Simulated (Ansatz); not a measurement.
One change: `BBCOC` becomes `C#CCOC`.

Ansatz, PBE0-D4/def2-TZVP geometries, multiplicity 1. Each molecule was computed in one conformer, which needn't be the lowest.

```csv
property,`BBCOC`
HOMO–LUMO gap (ωB97M-V/def2-TZVPP) / eV,10.11
LUMO energy (ωB97M-V/def2-TZVPP) / eV,0.20
size of the dipole moment (PBE/def2-TZVPP) / D,1.44
HOMO–LUMO gap (PBE0/def2-TZVPP) / eV,5.80
LUMO energy (PBE0/def2-TZVPP) / eV,-1.70
HOMO–LUMO gap (B3LYP/def2-TZVPP) / eV,5.34
```

Question: Give the same properties after the change, and the shifts. (Estimate.)

Answer: Ansatz gave: 
| property | `C#CCOC` | shift |
| --- | --- | --- |
| HOMO–LUMO gap (ωB97M-V/def2-TZVPP) / eV | 12.32 | 2.21 |
| LUMO energy (ωB97M-V/def2-TZVPP) / eV | 2.44 | 2.24 |
| size of the dipole moment (PBE/def2-TZVPP) / D | 1.41 | -0.03 |
| HOMO–LUMO gap (PBE0/def2-TZVPP) / eV | 8.07 | 2.27 |
| LUMO energy (PBE0/def2-TZVPP) / eV | 0.52 | 2.22 |
| HOMO–LUMO gap (B3LYP/def2-TZVPP) / eV | 7.59 | 2.25 |

With PBE0 the HOMO falls by 0.05 eV and the LUMO rises by 2.22 eV, so the gap widens by about 2.27 eV. PBE moves the HOMO by -0.14 eV and ωB97M-V by 0.02 eV. Dipoles are sizes alone; their direction can turn.

B3LYP here is the variant with VWN-RPA as its local correlation; programs differ in this.
